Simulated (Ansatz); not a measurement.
The same groups moved round the core (quinoline silyl+boryl). Gas-phase values, no solvent. One relaxed conformer stands for each flexible species; it need not be the lowest. Strings in code marks are SMILES.

Quantity: electronic energy of isomers of C9H10BNSi relative to `Bc1cc([SiH3])c2ncccc2c1`, in kcal/mol. The restricted reference of `Bc1cc([SiH3])c2ncccc2c1` and `Bc1cc([SiH3])cc2cccnc12` is unstable towards unrestricted orbitals.

Case: `Bc1cc([SiH3])cc2cccnc12`. Geometry of `Bc1cc([SiH3])cc2cccnc12` (neutral, multiplicity 1, Å):

```xyz
22

B      0.2688     2.9840    -0.6199
C     -0.0151     1.4976    -0.2908
C     -1.3380     1.0991    -0.0426
C     -1.7177    -0.2408     0.2675
Si    -3.5269    -0.6831     0.5873
C     -0.7112    -1.2049     0.3264
C      0.6546    -0.8769     0.0871
C      1.6905    -1.8516     0.1447
C      2.9970    -1.4638    -0.0982
C      3.2483    -0.0957    -0.3974
N      2.3128     0.8394    -0.4603
C      1.0181     0.4845    -0.2253
H     -0.6804     3.7491    -0.6443
H      1.3825     3.4001    -0.8492
H     -2.1181     1.8774    -0.0947
H     -4.3713    -0.3508    -0.6138
H     -3.6269    -2.1558     0.8770
H     -4.0611     0.0944     1.7606
H     -0.9560    -2.2546     0.5626
H      1.4366    -2.8973     0.3814
H      3.8277    -2.1840    -0.0639
H      4.2857     0.2338    -0.5943
```

Problem. Predict the electronic energy of isomers of C9H10BNSi relative to `Bc1cc([SiH3])c2ncccc2c1` from frozen-core MP2/cc-pVDZ // PBE-D3(BJ)/def2-SVP (Ansatz, a quantum-chemistry and plane-wave program).

Solution. 4.45 kcal/mol.
